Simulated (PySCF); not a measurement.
C2H6MgS, SMILES C[S][Mg][CH3]. Heavy atoms are numbered as in [Mg:1]([CH3:2])[S:6][CH3:7]. Hydrogens are named by the atom that carries them.

Geometry optimised at B3LYP-D3(BJ)/def2-SVP. The structure was generated by enumeration; whether it is a known compound was not checked. Other conformers were not sampled.

These are PBE/pcSseg-1 run with PySCF values and carry that method's errors.

GIAO shieldings, no solvent; atoms alike by connectivity are averaged. δ = σ(ref) − σ: ¹³C against TMS (σ = 182.0 ppm); ¹H against TMS (σ = 31.49 ppm); ³³S against H2S (σ = 706.5 ppm), references at their B3LYP-D3(BJ)/def2-TZVP geometries, non-relativistic.

```json
[
 {"nucleus": "¹³C", "atoms": "C7 (CH3)", "count": "1", "δ (ppm)": "13.2"},
 {"nucleus": "¹³C", "atoms": "C2 (CH3)", "count": "1", "δ (ppm)": "-20.4"},
 {"nucleus": "¹H", "atoms": "H on C7", "count": "3", "δ (ppm)": "2.32"},
 {"nucleus": "¹H", "atoms": "H on C2", "count": "3", "δ (ppm)": "-0.44"},
 {"nucleus": "³³S", "atoms": "S6", "count": "1", "δ (ppm)": "26.5"}
]
```
